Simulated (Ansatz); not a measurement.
Stepwise reaction of `[SiH3][SiH2][SiH2][GeH3]` with hydrogen, as a gas-phase model of exchange steps in deposition or etching. ΔE in kJ/mol; ΔG adds harmonic PBE0-D4 terms to CCSD(T)/CBS, at 1 bar.

Computed with Ansatz on PBE0-D4/def2-TZVP structures; ΔE is electronic, products minus reactants. CBS: MP2 limit from def2 TZ/QZ plus the TZ coupled-cluster correction, frozen cores. This one scheme is used for every species. DFT in def2-TZVPP. B3LYP here is the variant with VWN-RPA as its local correlation; programs differ in this. For Ge outer-core shells are correlated without core-valence functions, which leaves a few kJ/mol of doubt a bond. Scalar relativity is left out up to krypton. One conformer a species, not always the lowest.

```
step                                                       reaction  PBE-D4  B3LYP-D4  ωB97M-V  CCSD(T)/CBS  ΔG(400 K)
   1  `[SiH3][SiH2][SiH2][GeH3]` + H₂ → `[SiH3][SiH2][GeH3]` + SiH₄     3.0     -12.0    -16.3        -10.4       -9.7
   2              `[SiH3][SiH2][GeH3]` + H₂ → `[SiH3][GeH3]` + SiH₄     1.2     -13.8    -18.0        -11.9       -7.0
   3                              `[SiH3][GeH3]` + H₂ → GeH₄ + SiH₄     6.4      -4.9     -7.0         -2.2        3.2
```

(1) By hand: ΔE of the 3 steps together at CCSD(T)/CBS.

## Answers

(1) (-10.4) + (-11.9) + (-2.2) = -24.5 kJ/mol, or -8.2 kJ/mol a step.

In ΔE step 2 is the lowest and step 3 the highest. ΔG lies between -9.7 and 3.2 kJ/mol a step. PBE-D4 differs from CCSD(T)/CBS by 8.6 to 13.4 kJ/mol a step. Isolated molecules leave out the surface, adducts and barriers. Largest T1 diagnostic: 0.013.
